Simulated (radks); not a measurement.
Dy+, 65 electrons, occupied as [Xe] 4f9 5d1 6s1 (not the ground configuration). Calculated with a radial shooting solver on a logarithmic mesh with Libxc functionals: scalar-relativistic Kohn-Sham, SCAN, spin-polarised, spherical densities, finite nucleus; open shells are filled with parallel spins first (spin-orbit coupling, left out, can overturn this in heavy ions); meta-GGA in the generalised Kohn-Sham scheme; Fermi nuclear charge, rms radius 5.2218 fm.

Local quantities along the radius. ELF = 1/(1 + alpha^2) is the electron localisation function; alpha = (tau - tau_W)/tau_unif compares the Pauli kinetic energy density with that of the uniform gas (summed over spins); s = |grad rho|/(2 (3 pi^2)^(1/3) rho^(4/3)) is the reduced gradient. tau is taken from the large components.

r (bohr)     ELF    alpha       s
0.0008862  0.999  0.02366  0.9048
0.001211   0.999  0.02434  0.7733
0.001641   0.999  0.02585  0.6811
0.002242   0.999  0.02867  0.6161
0.003038   0.999  0.03337  0.5767
0.00415    0.998  0.04169  0.5578
0.005625   0.997  0.05627  0.5592
0.007684   0.993  0.08536  0.5818
0.01041    0.979   0.1462  0.6252
0.01423    0.919   0.2960  0.6866
0.01928    0.701   0.6537  0.7250
0.02613    0.385    1.263  0.6272
0.0357     0.363    1.323  0.3712
0.04838    0.618   0.7864  0.2822
0.0661     0.744   0.5869  0.3879
0.08958    0.540   0.9223  0.4941
0.1224     0.345    1.378  0.3160
0.1659     0.632   0.7637  0.2332
0.2266     0.713   0.6348  0.4655
0.3071     0.275    1.625  0.5374
0.4195     0.495    1.011  0.1580
0.5686     0.721   0.6227  0.3733
0.7768     0.447    1.112  0.6074
1.053      0.365    1.318  0.5230
1.438      0.594   0.8276  0.6261
1.949      0.457    1.090   1.010
2.663      0.229    1.836   1.298
3.609      0.394    1.241   1.496
4.93       0.425    1.164   2.908
6.682      0.095    3.087   7.948
9.129      0.001    26.13   32.03

On this mesh the ELF has minima near r = 0.031, 0.12, 0.36, 0.90, 2.7 bohr, which separate the shells, and maxima near 0.066 (0.74), 0.19 (0.73), 0.57 (0.72), 1.4 (0.59), 4.2 (0.46).
